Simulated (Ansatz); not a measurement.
Basis-set extrapolation for `CC(=O)CC(C)C` (PBE0-D4/def2-TZVP geometry, frozen core, Ansatz). Multiplicity 1, RHF reference.

|  | def2-TZVPP | def2-QZVPP |
| --- | --- | --- |
| HF | -309.186907 | -309.201235 |
| MP2 correlation | -1.263763 | -1.346689 |
| CCSD(T) correlation | -1.378264 | not run |

Energies in hartree. Use E(X) = E(∞) + A·exp(−7.88·√X) for Hartree–Fock and E(X) = E(∞) + B·X^(−2.97) for correlation, with X = 3 and 4, and add CCSD(T) minus MP2 of the smaller set to the MP2 limit.

Question: What is the CCSD(T) energy at the basis-set limit?

Answer: HF limit: -309.201235 + (-0.014328) × 0.13774 = -309.20321. MP2 limit: -1.346689 + (-0.082926) × 0.74074 = -1.40812. Higher-order term: -1.378264 − (-1.263763) = -0.11450. Total: -310.72583 hartree, 4.37 eV below CCSD(T)/def2-TZVPP.
